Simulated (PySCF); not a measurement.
ClCu, SMILES [Cl][Cu] (connectivity only; charge and spin as stated), charge -1, multiplicity 2.

The structure is a stationary point at PBE0-D3(BJ)/def2-TZVPD. The spin state was assumed, not searched.

Two levels are set side by side: PBE/def2-TZVPD (PySCF) and B3LYP/def2-TZVPD (PySCF). Same geometry, gas phase. Differences are taken from unrounded values.

```json
[
 {"quantity": "α-spin orbital gap (eV)", "B3LYP": "3.24", "PBE": "2.39", "PBE minus B3LYP": "-0.86"},
 {"quantity": "β-spin orbital gap (eV)", "B3LYP": "3.86", "PBE": "2.02", "PBE minus B3LYP": "-1.83"},
 {"quantity": "mean polarisability (bohr³)", "B3LYP": "104.8", "PBE": "106.9", "PBE minus B3LYP": "2.1"}
]
```

Rough cost on one machine, each run with all the roots and properties that it gave: B3LYP against PBE about 1/2.
